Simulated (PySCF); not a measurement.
HI, SMILES I.

The structure is a stationary point at B3LYP-D3(BJ)/def2-TZVPD. The def2 effective core potentials stand for the cores of I; spin–orbit coupling is left out.

Level of theory: PBE/def2-TZVPD (PySCF).

Gas-phase values at a fixed geometry.

```yaml
total_energy: -298.29148 hartree
point_group: C∞v
highest_occupied_level: -6.79 eV
lowest_empty_level: -1.83 eV
orbital_gap: 4.97 eV
dipole_moment: 0.41 D
quadrupole, principal values (traceless, Buckingham form, about the centre of nuclear charge): -2.25, -2.25, 4.50 D·Å
mean_static_polarisability: 37.6 bohr³ (5.57 Å³)
polarisability_principal_values: 37.1, 37.1, 38.6 bohr³
```
